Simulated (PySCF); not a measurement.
Two species compared at the same levels of theory.

First species: C4H9ClO2S.
Geometry (PBE0-D3(BJ)/def2-SVP, Å), atoms numbered from 1 in this order:
```
atom  x, y, z in Å
C1     4.2906    2.7929    4.8586
C2     4.2455    3.3280    3.4374
C3     2.8980    3.0536    2.7668
C4     5.4086    2.8594    2.5794
S5     4.2962    5.1671    3.5187
O6     4.3711    5.7090    2.1765
O7     3.3053    5.6398    4.4643
Cl8    6.1805    5.5095    4.4190
H9     4.1987    1.6969    4.8215
H10    3.4634    3.1942    5.4599
H11    5.2400    3.0433    5.3516
H12    2.7714    1.9638    2.6822
H13    2.8571    3.4884    1.7584
H14    2.0657    3.4543    3.3624
H15    5.3379    1.7674    2.4616
H16    6.3740    3.0949    3.0477
H17    5.3773    3.3209    1.5827
```

Second species: C₆H₁₄Si₂.
SMILES: `[SiH2]1CCC[Si@@H]1C1CC1`

Levels: PBE0/def2-SVPD for HOMO energy, LUMO energy, HOMO–LUMO gap and static isotropic polarisability; TDDFT PBE0/def2-SVPD for lowest singlet excitation. Geometries: PBE0-D3(BJ)/def2-SVP. All species are isolated and taken at one optimised geometry, non-relativistic unless stated. Electronic properties by PySCF.

Dipoles, sizes and rotational constants follow the conformer. The torsions of the flexible species, by atom-mapped SMILES:
- `[CH3:1][C:2]([CH3:3])([CH3:4])[S:5](=[O:6])(=[O:7])[Cl:8]`: C1–C2–S5–O6 175°

The conformers of `C1C[SiH2][Si@@H](C2CC2)C1` aren't listed.

| property | column X | column Y |
| --- | --- | --- |
| HOMO energy | -7.19 eV | -9.02 eV |
| LUMO energy | 0.18 eV | -1.99 eV |
| HOMO–LUMO gap | 7.37 eV | 7.03 eV |
| lowest singlet excitation | 6.17 eV | 5.40 eV |
| static isotropic polarisability | 122.5 au | 91.6 au |

(1) Which column belongs to which species?

(2) How does each property change from the first species to the second?

Answers

(1) Column X is the second species and column Y the first. The first has 17 atoms and 82 electrons, the second 22 and 78.

(2) HOMO energy +1.83 eV; LUMO energy +2.17 eV; HOMO–LUMO gap +0.34 eV; lowest singlet excitation +0.77 eV; static isotropic polarisability +30.9 au.

On the first: The principal polarisabilities are 83.4, 87.5 and 103.7 au; their mean is the isotropic value. The polarisability is 13.57 Å³ as a volume (1 au = 0.148185 Å³), or 1.12 au for each of the 82 electrons.

On the second: The polarisability is 18.16 Å³ as a volume (1 au = 0.148185 Å³), or 1.57 au for each of the 78 electrons. S1 lies 1.20 eV below the HOMO–LUMO gap; its leading configuration is HOMO→LUMO, weight 0.82.
